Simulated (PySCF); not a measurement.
# Ionisation energy of Ce(55+) by level of theory

Ce(55+) [He] 2s1 [2s1/2^1, M_J = 1/2] → Ce(56+) 1s2, as a difference of total energies. Calculation: PySCF 2.14, in an uncontracted even-tempered set (17 s from 36 bohr⁻², ratio 2.4; 12 p from 46 bohr⁻², ratio 2.4; 5 d from 140 bohr⁻², ratio 2.6; 4 f from 210 bohr⁻², ratio 2.6); the two-component X2C-1e Hamiltonian. Correlated levels: nothing frozen; the 26 highest virtual spinors dropped. "Screened" scales the spin-orbit matrix elements by Boettger's factors to mimic the two-electron term; Breit and QED terms are absent.

```
                    method  ionisation energy (eV)  difference from reference (eV)
 GHF (screened spin-orbit)                 11470.9                           +11.0
GMP2 (screened spin-orbit)                 11471.1                           +11.2
```

Reference: 11459.85 ± 0.06 eV (theoretical estimate listed by NIST; NIST Atomic Spectra Database, ionization energies).

For this ion Breit and QED terms and the two-electron picture change, all absent here, outweigh the correlation shift from GHF to GMP2.
